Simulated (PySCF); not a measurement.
Write Cartesian coordinates for `C#C[C@@H]1C[Si@@H](N)C[C@H]1C` as optimised with PBE0-D3(BJ)/def2-SVP.

```xyz
22
C7H13NSi angstrom
C     -0.1905    3.4226   -0.0419
C     -0.1045    2.2164    0.0401
C      0.0211    0.7649    0.1090
C      1.4747    0.2826   -0.0962
Si     1.2554   -1.5706   -0.3851
N      1.4954   -2.4644    1.0894
C     -0.5893   -1.4792   -0.7876
C     -0.8856    0.0277   -0.9110
C     -2.3586    0.3649   -0.7536
H     -0.2675    4.4919   -0.1049
H     -0.3065    0.4471    1.1181
H      1.8943    0.7605   -0.9971
H      2.1203    0.5578    0.7505
H      2.0874   -2.0517   -1.5404
H      2.4260   -2.4760    1.4958
H      1.0954   -3.3960    1.1466
H     -0.9052   -2.0300   -1.6863
H     -1.1528   -1.8979    0.0656
H     -0.5557    0.3635   -1.9118
H     -2.7225    0.0614    0.2420
H     -2.9647   -0.1623   -1.5060
H     -2.5366    1.4451   -0.8646
```

Any rigid rotation of these coordinates is as good. Atoms count from 1 in this order. N6 (silicon-bound nitrogen) is pyramidal (angles 118.1°, 117.7° and 109.1°, sum 344.9°, 0.27 Å off the plane of its three neighbours). The 5-membered ring C3–C4–Si5–C7–C8 has internal angles of 95.6° to 108.3° (sum 519°, against 540° for a flat polygon); it is puckered, 0.20 Å rms from its mean plane, widest ring torsion 51°. The C–C distances run from 1.212 Å (C1≡C2, drawn triple) to 1.551 Å (C3–C8, drawn single), a spread of 0.339 Å. Of the pairs four or more bonds apart, C2···H22 is among the closest relative to their van der Waals radii: 2.71 Å, 93 % of the sum of Bondi's values.

Bonds between heavy atoms (Å): C1≡C2 1.212, C2–C3 1.458, C3–C4 1.545, C4–Si5 1.888, Si5–N6 1.741, Si5–C7 1.890, C7–C8 1.541, C8–C9 1.519, C3–C8 1.551.

Method used: PBE0-D3(BJ)/def2-SVP geometry optimisation, gas phase in PySCF.

Point group: C1 (no symmetry element, even within 0.4 Å). Whether it is a minimum is left open (no frequencies). The numbers are those of one conformer (C4–Si5–N6–H -67° and 159°, C2–C3–C4–Si5 -166°, C3–C4–Si5–N6 -96°, C4–Si5–C7–C8 9°, Si5–C7–C8–C9 -160°).
